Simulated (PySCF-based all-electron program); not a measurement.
Bond force of NaAg, singlet

All-electron Kohn–Sham DFT on the free molecule, computed near the basis limit with an in-house program on PySCF integrals; Koelling–Harmon scalar relativity, no spin–orbit coupling, spin-restricted. Forces are good to about 0.002 eV/Å. A positive force pushes the atoms apart.

```json
{"r (Å)": "2.112", "PBE (eV/Å)": "?"}
{"r (Å)": "2.244", "PBE (eV/Å)": "2.486"}
{"r (Å)": "2.376", "PBE (eV/Å)": "1.355"}
{"r (Å)": "2.640", "PBE (eV/Å)": "0.092"}
{"r (Å)": "2.904", "PBE (eV/Å)": "-0.467"}
```

**Question.** Fill in the missing PBE forces.

**Answer.** 2.112 Å: 4.199 eV/Å.

**Question.** Fit a Morse curve to the forces within 0.84 to 1.25 of the listed length with the smallest force. Where does the force vanish, what is the force constant, and what harmonic wavenumber follows with standard atomic masses?

**Answer.** PBE: 2.670 Å, 2.9 eV/Å², about 200 cm⁻¹. The points are far apart, so these are estimates.
